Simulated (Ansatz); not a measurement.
Ideal-gas functions of `[NH2][Nb]([NH2])(=[O])[F]` at 600 K and 1 bar, from an Ansatz frequency run at PBE0-D4/def2-TZVP.

Molar mass 159.95 g/mol, point group Cs (symmetry number 1), electronic degeneracy 1, moments of inertia 158.75, 160.488, 182.883 u Å². Harmonic wavenumbers (cm⁻¹, unscaled): 181, 185, 193, 213, 213, 298, 409, 474, 502, 566, 587, 670, 698, 698, 1048, 1543, 1547, 3569, 3572, 3669, 3669.

Use S(trans) = R[1.5 ln M + 2.5 ln T − 1.1517]; rotational temperatures θ = 24.2544 K / I; S(rot) = R[ln(√π/σ · √(T³/θAθBθC)) + 1.5]; for each mode x = 1.438777 ν̃/T, S = R[x/(eˣ − 1) − ln(1 − e⁻ˣ)] and H = RT x/(eˣ − 1); 1 cm⁻¹ = 0.0119627 kJ/mol; R = 8.31446 J/(mol·K).

Task: By hand: the entropy, in J/(mol·K).

Result: Translation 186.7. Rotation: θ = 0.1528, 0.1511, 0.1326 K, giving 121.1. Vibration, mode by mode: 15.32, 15.14, 14.79, 13.99, 13.99, 11.28, 8.80, 7.68, 7.26, 6.38, 6.13, 5.21, 4.94, 4.94, 2.54, 0.99, 0.98, 0.02, 0.02, 0.01, 0.01, in all 140.4. Electronic 0.0. Sum 448.2 J/(mol·K).

Task: By hand: H − E and G − E in kJ/mol, counted from the electronic energy.

Result: Zero-point energy ½ × 24504 × 0.0119627 = 146.6; thermal vibration 43.7; translation, rotation and pV give 4 RT = 20.0. H − E = 210.3 kJ/mol, and G − E = 210.3 − 600 × 448.2/1000 = -58.6 kJ/mol.

Vibration gives 31 % of the entropy. The sum counts one conformer and one mirror image; others add a mixing term.
